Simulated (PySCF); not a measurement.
Computed structure and properties of [GdCl2]+

System: [GdCl2]+ (singlet in the valence; each metal's 4f electrons, 7 of them, lie in its core potential, out of spins and levels); start: template (C2v). Method: PySCF 2.14.0, RKS PBE0, Gd lcecp-1-SVP with ECP53, Cl def2-SVP; non-relativistic Hamiltonian with scalar-relativistic core potentials where named; density fitting; no spin-orbit coupling.

Input of the relaxation:

```python
mol = gto.M(atom='''
Gd     0.00000     0.00000    -0.33026
Cl     2.40440    -0.00000     0.74574
Cl    -2.40440     0.00000     0.74574''',
    basis={'Gd': 'lcecp-1-SVP', 'Cl': 'def2-SVP'},
    ecp={'Gd': 'lcecp-1-SVP'},
    charge=1, spin=0)
mf = dft.RKS(mol, xc='PBE0')
mf.grids.atom_grid = (50, 194)  # f atoms: unpruned, at least (60, 302)
mf = mf.density_fit()  # fitting sets: Gd AutoAux, Cl def2-universal-JKFIT
mf.conv_tol = 1e-08; mf.max_cycle = 55
mf.kernel(dm0)  # dm0: converged density of the start geometry
# quasi-Newton relaxation in Cartesian coordinates to a largest gradient under 0.00045 Eh/bohr, steps kept in the point group
```

Run from Python with OMP_NUM_THREADS=2; the lines above give its settings. Where DIIS fails, smearing, a level shift and second-order steps follow.
It took 32 s on 2 threads of AMD EPYC 7R43 64-Core Processor (Zen 3) (shared host), from the converged density of the start.

Course of the relaxation:

| step | energy above end (eV) | largest force component within the symmetry (eV/Å) |
| --- | --- | --- |
| 0 | 0.7347 | 2.313 |
| 1 | 0.2402 | 1.251 |
| 2 | 0.1036 | 0.861 |
| 3 | 0.0549 | 0.247 |
| 4 | 0.0201 | 0.366 |
| 5 | 0.0072 | 0.252 |
| 6 | 0.0003 | 0.066 |
| 7 | 0.0000 | 0.023 |
| 8 | 0.0000 | 0.000 |

Relaxed geometry (C2v):

```xyz
3

Gd    0.0000    0.0000   -0.5303
Cl    1.9613    0.0000    0.8458
Cl   -1.9613    0.0000    0.8458
```

```csv
contact,Å
Gd1–Cl2 (Cl),2.396
Gd1–Cl3 (Cl),2.396
```

On the finer grid (75, 302):

```
HOMO                                                          : -13.76 eV
LUMO                                                          : -8.02 eV
Dipole about the centre of mass                               : 6.56 D
Set of Mulliken populations of Gd1 outside the core potential : s 2.20, p 6.20, d 1.26, f 0.05
D3(BJ) dispersion energy (not in the energies)                : -0.078 eV
```

```
atom  Mulliken (e)  Löwdin (e)  spin (e)
 Gd1          1.30        0.71      0.00
 Cl2         -0.15        0.14      0.00
 Cl3         -0.15        0.14      0.00
```

The 4f levels lie in the core potential and are missing. Their spin isn't counted.

On the grid (50, 194), as all that follows. Harmonic modes: a minimum; lowest 82 cm⁻¹ (negative: unstable), highest 393 cm⁻¹, zero-point energy 0.054 eV.

Taking off one Cl (charge -1, singlet; the rest: singlet) in vacuum, both parts rigid, costs 14.73 eV; the small basis without counterpoise inflates it. Most of it is the attraction of opposite charges; other ways to part are cheaper, and one spin state was tried for the rest.

Rigid scan of Cl along the line from its metal:

```csv
distance to Cl2 (Å),energy (eV)
2.10,1.090
2.20,0.422
2.30,0.092
2.40,0.000
2.50,0.071
2.60,0.254
2.80,0.812
3.10,1.829
3.50,3.126
4.00,4.386
```

One start shape was tried, so this needn't be the lowest isomer.

An lcecp potential fixes the number of 4f electrons, so in runs with it no electron can move into or out of that shell.
